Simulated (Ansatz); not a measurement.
Cost and result for the atomization energy of CH₅BO₃, SMILES `BOC(O)O` (10 atoms, 9 bonds).

```xyz
10

B    -0.021    0.147   -1.708
O    -0.514   -0.215   -0.508
C     0.211    0.039    0.691
O     0.876   -1.072    1.110
O    -0.704    0.409    1.659
H    -0.667   -0.148   -2.668
H     1.013    0.754   -1.776
H     0.962    0.812    0.490
H     0.221   -1.688    1.461
H    -1.376    0.962    1.249
```

Charge 0, multiplicity 1. All single points use the PBE0-D4/def2-TZVP geometry. It is one conformer, not always the lowest. Program: Ansatz. All runs use 4 threads of an Intel Xeon 6975P-C on a shared host. Times are those of one run each, without the atoms' runs, and a repeat can differ threefold. Electronic energies, without spin–orbit coupling; frozen cores. CCSD(T)/CBS adds CCSD(T) − MP2 in def2-TZVPP to the MP2 limit, and its time is that of the two runs behind it. T1 = 0.013. B3LYP takes the VWN-RPA correlation (the form of Gaussian; ORCA's B3LYP/G).

CCSD(T)/CBS is a level of theory with its own doubt, some kJ/mol a heavy atom from the limit and from the frozen cores, so smaller differences don't rank the functionals.

```tsv
level	functions	wall time	atomization (kcal/mol)	difference from CCSD(T)/CBS	per bond
PBE-D4/def2-TZVPP (with forces)	225	1.2 s	960.1	25.3	2.8
PBE0-D4/def2-TZVPP	225	1.2 s	933.6	-1.2	-0.1
r2SCAN-D4/def2-TZVPP (with forces)	225	1.7 s	938.7	3.9	0.4
B3LYP-D4/def2-TZVPP (with forces)	225	1.9 s	932.9	-1.9	-0.2
B2PLYP/def2-TZVPP	225	2.3 s	925.7	-9.1	-1.0
ωB97X-V/def2-TZVPP	225	2.6 s	935.9	1.1	0.1
ωB97M-V/def2-TZVPP (with forces)	225	3.8 s	939.2	4.4	0.5
MP2/def2-QZVPP	435	10 s	950.6	15.8	1.8
CCSD(T)/def2-TZVPP	225	29 s	909.4	-25.4	-2.8
CCSD(T)/CBS(def2)	–	39 s	934.8	0.0	0.0
```

In def2-TZVPP, CCSD(T) changes the Hartree–Fock value by +254.2 kcal/mol (the triples alone add +15.9 kcal/mol) and MP2 by +280.4 kcal/mol; breaking electron pairs costs correlation energy, which Hartree–Fock lacks. From PBE to PBE0 (25 % exact exchange), in def2-TZVPP and without D4, the atomization energy moves by −25.9 kcal/mol: exact exchange takes away binding that semilocal exchange gives to molecules. The D4 term adds +5.5 kcal/mol with B3LYP and +2.9 kcal/mol with PBE0; it sums over pairs of atoms, weighted by their polarisabilities, and B3LYP, whose exchange is more repulsive, gets the larger term.
